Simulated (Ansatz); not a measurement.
Z-matrix (Å, degrees):
```
P
F 1 1.549
F 1 1.549 2 99.8
F 1 1.549 2 99.8 3 -101.8
Al 1 2.508 2 118.0 3 129.1
H 5 1.593 1 94.0 2 -59.2
H 5 1.593 1 93.9 2 60.8
H 5 1.593 1 93.9 2 -179.2
```

Total charge 0; spin multiplicity 1.

Problem. List the r2SCAN/def2-TZVPP orbital energies in eV (Ansatz). (Estimate.)

Solution. The calculation gave: Occupied: -2093.99, -1516.47, -668.55, -668.55, -668.55, -180.92, -130.46, -130.46, -130.27, -110.02, -70.35, -70.14, -70.14, -35.03, -33.65, -33.65, -18.36, -15.46, -15.46, -14.66, -13.42, -13.42, -12.39, -12.39, -11.96, -11.26, -8.61, -7.51, -7.51. Lowest empty: -1.70, -1.70, -0.49, 0.91, 1.55, 1.55, 2.67, 3.94.
